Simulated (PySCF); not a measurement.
## Electron correlation in As³⁺ (arsenic, charge +3)

[Ar] 3d10 4s2, closed-shell 1S. Computed with PySCF 2.14 in def2-TZVPPD (7s5p5d1f, 54 functions), with the non-relativistic Hamiltonian (point nucleus). Frozen: [Ar] 3d10; 2 electrons correlated.

With two correlated electrons CCSD is exact within the correlated space (frozen core and kept virtual orbitals).

```
level  correlation energy (mhartree)
 CCSD                         -42.64
```

Diagnostics: T1 = 0.0035, D1 = 0.0050, largest double amplitude 0.104.

Cost of the coupled-cluster step: roughly 0.1 core-seconds, for 2 correlated electrons.
